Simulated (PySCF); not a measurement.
# UHF on He (helium, neutral)

Configuration: 1s1 2p1, high-spin 3P determinant (an excited configuration). All numbers are calculated (PySCF 2.14, the spin-free X2C one-electron Hamiltonian (Gaussian nucleus), in aug-cc-pVTZ-DK (4s3p2d, 23 functions)).

```
Total energy                                                  : -2.011624 hartree
One-electron energy                                           : -2.4628 hartree
Hartree (Coulomb) energy                                      : 1.2954 hartree
Exchange energy                                               : -0.8442 hartree
⟨S²⟩                                                          : 2.0000
⟨L²⟩                                                          : 2.001
Sum of ⟨r⟩                                                    : 3.120 bohr
Sum of ⟨r²⟩                                                   : 6.923 bohr²
Traceless quadrupole moment −½Σ⟨3z² − r²⟩ along its main axis : -2.45 e·bohr²
Langevin diamagnetic susceptibility                           : -5.48 ×10⁻⁶ cm³/mol
```

```
shell  electrons  mean orbital energy (eV)  rms radius, mean of both spins (bohr)
 1s α          1                   -42.062                                  0.905
 2p α          1                    -0.398                                   2.47
```

The outer electron is Rydberg-like, and this basis confines it to a smaller radius and binds it less than a complete one would.

Spin-orbit constants ζ (cm⁻¹) from the X2C one-electron operator on these orbitals: bare nucleus, nucleus screened by l(l+1)(2l+1)/3 electrons, and screened by the Breit-Pauli mean field of the electrons.

```tsv
shell	bare	screened nucleus	mean field
2p	2.986	1.493	0.9351
```

To first order the Landé constant is A = 0.4676 cm⁻¹, so the lowest level has J = 0 and lies 0.000116 eV below the centre of the term. This holds in LS coupling only.
